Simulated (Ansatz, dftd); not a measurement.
System: BHBr$_{2}$, charge 0, singlet. BHBr2 (dibromoborane, SMILES BrBBr).
B3LYP-D3(BJ)/def2-TZVP minimum from Ansatz (a first-principles code):
```xyz
4

B     -0.6279    -0.3892    -0.3974
H     -1.5111    -0.9367    -0.9564
Br    -0.3438     1.4658    -0.7050
Br     0.4767    -1.3835     0.7891
```
Charge 0, spin multiplicity 1.

Property: atomisation energy (electronic, to ground-state atoms), in kcal/mol. Open shells are spin-unrestricted; no spin-orbit coupling. Correlated methods leave the cores frozen (noble-gas shells, and filled d and f shells in the p block). No relativity. CBS(X,Y): correlation extrapolated as X^-3, Hartree-Fock from the larger set (Q,5: extrapolated as (X+1)exp(-9√X)). A bracket is a step between two methods taken in the basis named. Double hybrids freeze cores in their MP2 part. For partners of very few electrons the exact lower level stands in for a higher one. Spin-orbit terms, left out, reach several kcal/mol for Br and I, and more for heavier atoms.

```tsv
level	program	atomisation energy (kcal/mol)	difference against the last row
HF/cc-pVDZ	Ansatz	212.2	-68.4
HF/cc-pV5Z	Ansatz	214.1	-66.5
B3LYP/def2-TZVPD	Ansatz	276.9	-3.7
PBE0-D4/def2-TZVPD	Ansatz + dftd4	287.1	6.5
CAM-B3LYP-D3(BJ)/def2-TZVPD	Ansatz + dftd3	279.7	-0.9
B2PLYP-D3(BJ)/def2-TZVPD	Ansatz + dftd3	280.3	-0.3
MP2/cc-pVQZ	Ansatz	287.1	6.5
CCSDT(Q)/cc-pVDZ	Ansatz	260.3	-20.3
CCSDT(Q)/cc-pVTZ	Ansatz	271.9	-8.7
CCSD(T)/CBS(cc-pVQZ,cc-pV5Z) + [CCSDT(Q) - CCSD(T)]/cc-pVTZ	Ansatz	280.6	0.0
```
